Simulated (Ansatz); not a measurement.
System: C2H3F3O (charge 0, singlet). 
Geometry from a B3LYP-D3(BJ)/def2-TZVP (Ansatz, a program for electronic structure) optimisation:
SMILES: OCC(F)(F)F
```xyz
9

O     -1.9900    -0.0442     0.2811
C     -0.8259     0.7250     0.4424
C      0.4169    -0.0080    -0.0350
F      0.3021    -0.3471    -1.3409
F      1.5044     0.7780     0.0857
F      0.6476    -1.1369     0.6499
H     -2.1371    -0.2001    -0.6591
H     -0.7094     0.9253     1.5067
H     -0.8661     1.6794    -0.0933
```

### Question
Give the harmonic wavenumbers at B3LYP-D3(BJ)/def2-TZVP (Ansatz, finite differences of forces, unscaled).

### Answer
115, 223, 315, 380, 416, 528, 540, 659, 825, 943, 1094, 1141, 1162, 1263, 1286, 1388, 1435, 1491, 3029, 3119, 3793 cm⁻¹. Zero-point energy 35.9 kcal/mol.

### Question
From these and the geometry, give the ideal-gas thermochemistry at 298.15 K and 1 atm (rigid rotor, harmonic oscillator).

### Answer
Point group C1, rotational symmetry number 1. Rotational constants 5.278, 2.809, 2.777 GHz. S(trans) 39.72, S(rot) 26.46, S(vib) 10.49, S(elec, spin only) 0.00, S 76.7 cal/(mol K). H(298) - H(0) 4.26 kcal/mol; G - E(el) 17.4 kcal/mol.
